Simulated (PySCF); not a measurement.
AlGa: from constants to spectrum

UHF-CCSD(T) constants of AlGa, ³Π (triplet), unpaired electrons σ ↑, π ↑ (Al x2c-SVPall, Ga x2c-SVPall; spin-free X2C with a Gaussian nucleus (PySCF 2.14); masses 26.9815 and 68.9256 u):

```
ωe            : 236.9 cm⁻¹
ωexe          : 1.19 cm⁻¹
Be            : 0.12071 cm⁻¹
αe            : 0.000794 cm⁻¹
De to Al + Ga : 1.26 eV
```

(1) What force constant and bond length do these constants imply?

(2) Estimate the centrifugal constant D from the Kratzer relation and find the Dunham coefficient a1.

Correlated steps freeze 14 core orbitals. Correlated levels converge slowly with the basis: in double zeta they bind strong bonds too weakly, by up to about 1 eV, and carry superposition errors of some tenths. Spin–orbit coupling is left out. The state is the lowest determinant that a PBE0 search found; another state may lie lower at other levels.

## Answers

(1) Reduced mass μred = 19.391 u; k = 5.8918×10⁻⁷·μred·ωe² (u, cm⁻¹, mdyn/Å) = 0.641 mdyn/Å; Re = √(16.8576/(μred·Be)) (u, cm⁻¹, Å) = 2.684 Å.

(2) D = 4Be³/ωe² = 1.25e-07 cm⁻¹; a1 = −1 − αeωe/(6Be²) = -3.15.
